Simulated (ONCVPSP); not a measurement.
## barium: one change to an ONCV potential, before and after

Ba, optimised norm-conserving Vanderbilt (ONCV), made with ONCVPSP 4.0.1 (LDA (Perdew-Wang 92), fully relativistic). Core [Kr] 4d10, reference 5s2 5p6 6s1 (charge +1). Waves: 5s+6s: rc 2.55 bohr, ncon 4, nbas 7, qcut 5.5 1/bohr, 2 projectors; 5p: rc 2.40 bohr, ncon 4, nbas 8, qcut 5.6 1/bohr, 2 projectors, debl 2.5 Ha; d scattering state at 0.31 Ha: rc 2.40 bohr, ncon 3, nbas 6, qcut 4.2 1/bohr, local. Local part: the d channel. Core correction: Teter function, fcfact 2.25, rcfact 1.7.

Open shells are filled in proportion to 2j + 1.

In the d channel the program set the typed energies aside and used 0.050 Ha (j = l + 1/2; the other j can differ).

Change: functional PBEsol.

Cutoffs: the cutoffs (Ha) at which the residual kinetic energy of the hardest occupied pseudo-wave falls to 1 and 0.1 mHa per electron; they do not see the model core or the augmentation charge, which bear on the density cutoff. Errors are all-electron minus pseudo energies relative to the spin-unpolarised reference configuration.

**Question.** Predict the effect on cutoff, ghosts and configuration errors.

**Answer.** The potential gets neither clearly harder nor softer (9.9 Ha and 12 Ha → 9.9 Ha and 12 Ha); of the 4 tests that both files solve, the error grows in 2 and shrinks in 0 by more than 15 % and 0.3 meV (median size 0.7 → 0.9 meV); neither file shows a bound ghost.

```tsv
quantity	base	changed
cutoff, loose	9.9 Ha	9.9 Ha
cutoff, tight	12 Ha	12 Ha
loose cutoff by channel	s 9.0 Ha, p 9.9 Ha	s 9.0 Ha, p 9.9 Ha
bound ghosts	none	none
GHOST(+) flags under 300 eV	none	none
error for 5s2 5p6 6s2, meV [ΔE -5.54 → -5.38 eV]	-0.3	-0.7
error for 5s2 5p6 6s0, meV [ΔE 10.16 → 9.89 eV]	-1.2	-4.2
error for 5s2 5p6 6s1.5, meV [ΔE -3.33 → -3.23 eV]	-0.1	-0.3
error for 5s2 5p6 6s1 6p1, meV [ΔE -3.42 → -3.34 eV]	+1.1	+1.0
s: phases at 2.58 bohr within 0.05 rad from the reference energy up to (Ha; the scan ends near 5)	3.8	3.8
p3/2: phases at 2.43 bohr within 0.05 rad from the reference energy up to (Ha; the scan ends near 5)	to the end of the scan	to the end of the scan
p1/2: phases at 2.43 bohr within 0.05 rad from the reference energy up to (Ha; the scan ends near 5)	to the end of the scan	to the end of the scan
d5/2: phases at 2.43 bohr within 0.05 rad from the reference energy up to (Ha; the scan ends near 5)	1.7	1.7
d3/2: phases at 2.43 bohr within 0.05 rad from the reference energy up to (Ha; the scan ends near 5)	1.8	1.8
rms error of d²Exc/dni dnj with the model core, mHa	2.67	2.26
```
